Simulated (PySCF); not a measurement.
C2H6BN: core ionisation energies

C2H6BN.
Atom-mapped SMILES: `[BH2:1][N:2]1[CH2:3][CH2:4]1`

Theory: delta-SCF UKS SCAN, pcX-2 on the ionised atom, pcseg-1 elsewhere, spin-free X2C (PySCF). Vertical ΔSCF values, vacuum level as zero.

List the computed XPS lines with their assignment.

| atom(s) | bonded to | level | binding energy (eV) | count |
| --- | --- | --- | --- | --- |
| B1 | N and 2 H | B 1s | 195.26 | 1 |
| N2 | 2 C and B | N 1s | 405.25 | 1 |
| C3/C4 | N, C and 2 H | C 1s | 291.93 | 2 |

Which photon energy gives electrons from C 1s of C3/C4 a kinetic energy of 50 eV, and what is their de Broglie wavelength?

hν = 291.93 + 50 = 341.93 eV, recoil neglected; λ = 12.264 Å/√(E/eV) = 1.73 Å.

Which effective nuclear charge Zeff reproduces each element's mean 1s value in the hydrogen-like formula E = 13.606 eV × Zeff²?

B (Z = 5): mean 195.3 eV, Zeff = 3.79, Z − Zeff = 1.21; C (Z = 6): mean 291.9 eV, Zeff = 4.63, Z − Zeff = 1.37; N (Z = 7): mean 405.3 eV, Zeff = 5.46, Z − Zeff = 1.54. Means run over the listed sites, weighted by atom count.

Atoms equivalent by their bonding share one computed value, that of the first of them. The unrestricted hole states depart most from a pure doublet (⟨S²⟩ = 0.75; over 0.85 named) for B 1s of B1 (0.93), which makes this value less certain. Isolated species at its PBE0-D3(BJ)/def2-SVP geometry, gas phase.

Hardware: one thread of an x86-64 server (shared host). Cost: 16 s wall.
